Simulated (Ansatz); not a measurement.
C3H5AlF2 can be A, `F[CH2][Al]1[CH2][CH]1F`, or B, `C[CH]1[AlH][C]1(F)F`.

Isolated molecules relaxed with PBE0-D4/def2-TZVP in Ansatz; ΔE leaves out vibrations. CCSD(T)/CBS adds triple-zeta CCSD(T) − MP2 to the extrapolated MP2 energy (def2 sets, frozen cores). Functionals use def2-TZVPP. B3LYP here is the variant with VWN-RPA as its local correlation; programs differ in this. Each species was taken in one conformer, which may not be the lowest.

A:

Z-matrix (Å, degrees):
```
C
Al 1 1.978
F 1 1.392 2 111.9
H 1 1.097 2 111.1 3 121.0
H 1 1.097 2 110.7 3 -120.8
C 2 1.922 1 163.0 3 4.1
C 2 1.917 1 149.0 3 166.0
F 6 1.381 2 132.3 1 62.5
H 6 1.094 2 114.3 1 -89.4
H 7 1.088 2 140.9 1 79.2
H 7 1.100 2 102.6 1 -66.3
```

B:

Z-matrix (Å, degrees):
```
C
C 1 1.508
H 1 1.095 2 112.0
H 1 1.091 2 110.8 3 -120.1
H 1 1.092 2 110.7 3 120.4
Al 2 1.927 1 143.2 3 160.0
C 2 1.538 1 121.5 3 67.0
H 2 1.106 1 112.3 3 -56.8
H 6 1.578 2 154.6 1 69.6
F 7 1.376 2 110.3 1 33.4
F 7 1.357 2 116.1 1 -87.6
```

Which is lower in electronic energy at CCSD(T)/CBS, and by how much? (An estimate is asked.)

Ansatz gave: B, by 6.7 kcal/mol.

Give E(B) − E(A) in kcal/mol with PBE0-D4, CCSD(T)/def2-TZVPP, B3LYP, CCSD/def2-TZVPP, PBE-D4, B2PLYP, MP2/def2-TZVPP. (An estimate is asked.)

Computed: PBE0-D4 -6.8, CCSD(T)/def2-TZVPP -7.1, B3LYP -4.6, CCSD/def2-TZVPP -6.8, PBE-D4 -6.3, B2PLYP -5.7, MP2/def2-TZVPP -7.3. None reverses the order clearly.

Largest T1 diagnostic: 0.013.

The D4 term adds −1.2 kcal/mol with B3LYP and −0.6 kcal/mol with PBE0; it sums over pairs of atoms, weighted by their polarisabilities, and B3LYP, whose exchange is more repulsive, gets the larger term.
